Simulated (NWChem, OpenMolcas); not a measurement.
# A ladder of methods for Cu2 (SMILES [Cu][Cu])

The species is Cu2 (2 atoms), meant as a singlet with charge 0. SMILES: `[Cu][Cu]`. The bond length is the measured one.

```xyz
2

Cu    0.0000    0.0000    0.0000
Cu    0.0000    0.0000    2.2197
```

Quantity: the vertical energy of the triplet above the singlet, in eV. The values are calculated.

```
              level                    kind     program  value (eV)  less CCSD(T)/def2-SVPD  CPU time (all runs)
    SVWN5/def2-SVPD                     LDA  OpenMolcas        1.89                   -0.04                 53 s
   revPBE/def2-SVPD                     GGA  OpenMolcas        1.76                   -0.17                 58 s
   r2SCAN/def2-SVPD                meta-GGA  OpenMolcas        1.73                   -0.20                 51 s
   M06-2X/def2-SVPD         hybrid meta-GGA      NWChem        2.13                   +0.20                 82 s
     PBE0/def2-SVPD           global hybrid  OpenMolcas        1.85                   -0.08                 19 s
CAM-B3LYP/def2-SVPD  range-separated hybrid      NWChem        2.59                   +0.66                2 min
   B2PLYP/def2-SVPD           double hybrid      NWChem        2.47                   +0.54                 62 s
      MP3/def2-SVPD     perturbation theory      NWChem        1.86                   -0.07                 42 s
  CCSD(T)/def2-SVPD   coupled cluster or CI      NWChem        1.93                    0.00              4.6 min
```

CCSD(T)/def2-SVPD is the highest level here, not the true value. The values span 1.73 to 2.59 eV. Times are those of the runs behind each value, whatever else they computed, on shared processors of several kinds: orders of magnitude only.
